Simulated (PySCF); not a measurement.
**How methods differ on the ionisation energy of P⁺**

P⁺ [Ne] 3s2 3p2 [3p1/2^2, M_J = 0] → P²⁺ [Ne] 3s2 3p1 [3p1/2^1, M_J = 1/2], as a difference of total energies. Computed with PySCF 2.14 in x2c-QZVPPall-2c, with the two-component X2C-1e Hamiltonian. Correlated levels: [Ne] frozen; the 4 highest virtual spinors dropped. "Screened" scales the spin-orbit matrix elements by Boettger's factors to mimic the two-electron term; Breit and QED terms are absent.

| method | ionisation energy (eV) | difference from reference (eV) |
| --- | --- | --- |
| GHF (spin-free) | 18.998 | -0.771 |
| GMP2 (spin-free) | 19.648 | -0.121 |
| GHF (screened spin-orbit) | 18.976 | -0.793 |
| GMP2 (screened spin-orbit) | 19.625 | -0.144 |

Reference: 19.769 eV (semi-empirical (NIST evaluation); NIST Atomic Spectra Database, ionization energies).

Errors of the correlated levels include the incompleteness of this basis and the frozen core.

The labels give the starting determinants; with spin-orbit coupling the two ends relaxed to ⟨J²⟩ = 1.90, ⟨L²⟩ = 2.01, ⟨S²⟩ = 2.00 and ⟨J²⟩ = 0.97, ⟨L²⟩ = 2.06, ⟨S²⟩ = 0.77.

The determinant of P⁺ mixes levels of different J (the jj label is only the starting occupation), so the difference between spin-free and spin-orbit rows is not the physical spin-orbit shift.
